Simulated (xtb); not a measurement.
FNa, charge +1, quartet, at the geometry of the source list (GFN-xTB shapes and energies of metal compounds can be far from the true ones) (a state made from the parent by changing its charge; the spin is typed, not shown lowest); GFN2-xTB (xtb 6.7.1).

The xtb input:
```
$ xtb mol.xyz --gfn 2 --chrg 1 --uhf 3 --json

# file mol.xyz
2

Na    -0.46820000    -0.38610000    -0.63250000
F      0.46820000     0.38610000     0.63250000
```

It wrote (shortened):

```
   ID    Z sym.   atoms
    1   11 Na     1
    2    9 F      2

           -------------------------------------------------
          |                Calculation Setup                |
           -------------------------------------------------

           -------------------------------------------------
          |                 G F N 2 - x T B                 |
           -------------------------------------------------

          ...................................................
          :                      SETUP                      :
          :.................................................:
          :  # basis functions                   8          :
          :  # atomic orbitals                   8          :
          :  # shells                            4          :
          :  # electrons                         7          :
          :  max. iterations                   250          :
          :  Hamiltonian                  GFN2-xTB          :
          :  restarted?                      false          :
          :  GBSA solvation                  false          :
          :  PC potential                    false          :
          :  electronic temp.          300.0000000     K    :
          :  accuracy                    1.0000000          :
          :  -> integral cutoff          0.2500000E+02      :
          :  -> integral neglect         0.1000000E-07      :
          :  -> SCF convergence          0.1000000E-05 Eh   :
          :  -> wf. convergence          0.1000000E-03 e    :
          :  Broyden damping             0.4000000          :
          :  net charge                          1          :
          :  unpaired electrons                  3          :
          ...................................................

 iter      E             dE          RMSdq      gap      omega  full diag
   1     -3.7866810 -0.378668E+01  0.142E+01    8.60       0.0  T
   2     -3.8261008 -0.394198E-01  0.953E+00    4.75       1.0  T
   3     -3.8318980 -0.579724E-02  0.492E+00    2.96       1.0  T
   4     -3.8321062 -0.208215E-03  0.126E+00    2.81       1.0  T
   5     -3.8321465 -0.403063E-04  0.582E-01    2.82       1.0  T
   6     -3.8321295  0.170442E-04  0.903E-01    2.81       1.0  T
   7     -3.8322975 -0.167971E-03  0.687E-01    2.83       1.0  T
   8     -3.8323071 -0.967754E-05  0.896E-01    2.83       1.0  T
   9     -3.8321584  0.148741E-03  0.358E-01    2.82       1.0  T
  10     -3.8321437  0.146466E-04  0.397E-01    2.82       1.0  T
  11     -3.8321927 -0.489176E-04  0.464E-01    2.82       1.0  T
  12     -3.8322592 -0.665767E-04  0.393E-01    2.82       1.0  T
  13     -3.8322788 -0.195864E-04  0.367E-01    2.82       1.0  T
  14     -3.8323175 -0.387086E-04  0.485E-02    2.83       1.5  T
  15     -3.8323108  0.677145E-05  0.305E-01    2.82       1.0  T
  16     -3.8323165 -0.571006E-05  0.182E-02    2.83       3.9  T
  17     -3.8323157  0.749529E-06  0.214E-01    2.82       1.0  T
  18     -3.8323166 -0.920607E-06  0.455E-02    2.83       1.6  T
  19     -3.8323174 -0.766876E-06  0.262E-02    2.83       2.7  T
  20     -3.8323173  0.725931E-07  0.568E-02    2.83       1.2  T
  21     -3.8323175 -0.186735E-06  0.349E-02    2.83       2.0  T
  22     -3.8323176 -0.487252E-07  0.214E-02    2.83       3.3  T
  23     -3.8323176 -0.347500E-07  0.416E-03    2.83      17.0  T
  24     -3.8323176 -0.246285E-08  0.398E-04    2.83     177.6  T
  25     -3.8323176 -0.209357E-09  0.503E-05    2.83    1405.5  T

   *** convergence criteria satisfied after 25 iterations ***

         :::::::::::::::::::::::::::::::::::::::::::::::::::::
         ::                     SUMMARY                     ::
         :::::::::::::::::::::::::::::::::::::::::::::::::::::
         :: total energy              -3.823154049055 Eh    ::
         :: gradient norm              0.055467677147 Eh/a0 ::
         :: HOMO-LUMO gap              2.825293228578 eV    ::
         ::.................................................::
         :: SCC energy                -3.832317613819 Eh    ::
         :: -> isotropic ES            0.331562545490 Eh    ::
         :: -> anisotropic ES          0.011726949289 Eh    ::
         :: -> anisotropic XC         -0.000586558171 Eh    ::
         :: -> dispersion             -0.000097364402 Eh    ::
         :: repulsion energy           0.009163564764 Eh    ::
         :: add. restraining           0.000000000000 Eh    ::
         :: total charge               1.000000000000 e     ::
         :::::::::::::::::::::::::::::::::::::::::::::::::::::

           -------------------------------------------------
          |                Property Printout                |
           -------------------------------------------------

    * Orbital Energies and Occupations

         #    Occupation            Energy/Eh            Energy/eV
      -------------------------------------------------------------
         1        2.0000           -1.4521116             -39.5140
         2        1.4709           -1.2787196             -34.7957
         3        1.4709           -1.2787196             -34.7957
         4        1.0581           -1.2761845             -34.7267
         5        1.0000           -0.3792931             -10.3211 (HOMO)
         6                         -0.2754655              -7.4958 (LUMO)
         7                         -0.2754655              -7.4958
         8                         -0.2331762              -6.3450
      -------------------------------------------------------------
                  HL-Gap            0.1038276 Eh            2.8253 eV
             Fermi-level           -0.8031048 Eh          -21.8536 eV

     #   Z          covCN         q      C6AA      α(0)
     1  11 Na       0.598     0.005   176.188    48.272
     2   9 F        0.598     0.995     3.966     2.349

 Mol. C6AA /au·bohr⁶  :        208.455776
 Mol. C8AA /au·bohr⁸  :      24329.021746
 Mol. α(0) /au        :         50.620996

Wiberg/Mayer (AO) data.
largest (>0.10) Wiberg bond orders for each atom

 ---------------------------------------------------------------------------
     #   Z sym  total        # sym  WBO       # sym  WBO       # sym  WBO
 ---------------------------------------------------------------------------
     1  11 Na  -0.010
     2   9 F   -0.010
 ---------------------------------------------------------------------------

molecular dipole:
                 x           y           z       tot (Debye)
 q only:        0.876       0.722       1.183
   full:        1.757       1.449       2.373       8.359
molecular quadrupole (traceless):
                xx          xy          yy          xz          yz          zz
 q only:       -0.198       0.968      -0.573       1.586       1.308       0.771
  q+dip:        0.153      -0.750       0.444      -1.228      -1.013      -0.597
   full:        0.206      -1.009       0.598      -1.654      -1.364      -0.804

           -------------------------------------------------
          | TOTAL ENERGY               -3.823154049055 Eh   |
          | GRADIENT NORM               0.055467677147 Eh/α |
          | HOMO-LUMO GAP               2.825293228578 eV   |
           -------------------------------------------------

normal termination of xtb
```
